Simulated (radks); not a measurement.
Results of a calculation; reference values are marked as such.
Question: Ni IV, configuration [Ar] 3d7. Level of theory: Dirac Kohn-Sham, PBE, spin-unpolarised, spherical densities, finite nucleus; open shells fill j = l - 1/2 first; Fermi nuclear charge, rms radius 3.7757 fm (a radial shooting solver on a logarithmic mesh with Libxc functionals).

Spin-orbit splittings of the eigenvalues, e(l+1/2) - e(l-1/2), with zeta = 2 splitting/(2l+1) and mean radii in bohr:

shell  occ.  splitting (eV)  zeta (eV)  <r> j=l-1/2  <r> j=l+1/2
2p        6           17.48      11.65       0.2131       0.2163
3p        6               ?          ?       0.7630       0.7724
3d        7          0.2708     0.1083       0.8940       0.8982
4p        0          0.2282     0.1521        2.433        2.453

Estimate the 3p splitting.

Answer: 2.249 eV (zeta = 1.500 eV).
